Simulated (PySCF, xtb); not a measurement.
(E)-1-bromo-2-chloroprop-1-ene (C3H4BrCl), SMILES C/C(Cl)=C\Br. Atoms are numbered in the order given.

```xyz
9

C     -1.6851    -1.0687     0.0000
C     -0.1978    -1.0713     0.0000
Cl     0.5215    -2.6714     0.0000
C      0.6505    -0.0318     0.0000
Br     0.0857     1.7669     0.0000
H     -2.0667    -1.5999     0.8869
H     -2.0722    -0.0413     0.0000
H     -2.0667    -1.5999    -0.8869
H      1.7345    -0.1557     0.0000
```
Charge 0, spin multiplicity 1.

Geometry optimised at r2SCAN-D4/def2-SVP.

Level of theory: C-PCM-M06-2X/def2-SVP (PySCF).

The values are the electrostatic part of the solvation free energy, E(continuum) − E(gas) at the gas-phase geometry, in a cavity of scaled van der Waals radii (PySCF's table); cavitation and dispersion terms are not included. In vacuum the orbital gap is 8.71 eV. The dipole moment in vacuum is 0.80 D.

Computed values in water (ε = 78.36), ethylethanoate (ε = 5.99), acetone (ε = 20.49):
```tsv
solvent	ε	ΔG(elec) (kcal/mol)	dipole (D)	gap (eV)
water	78.36	-2.2	0.98	8.80
ethylethanoate	5.99	-1.9	0.94	8.78
acetone	20.49	-2.2	0.97	8.79
```

For comparison, GFN2-xTB/ALPB(water) (xtb, at the GFN2-xTB geometry, all terms of that model) gives -2.0 kcal/mol.
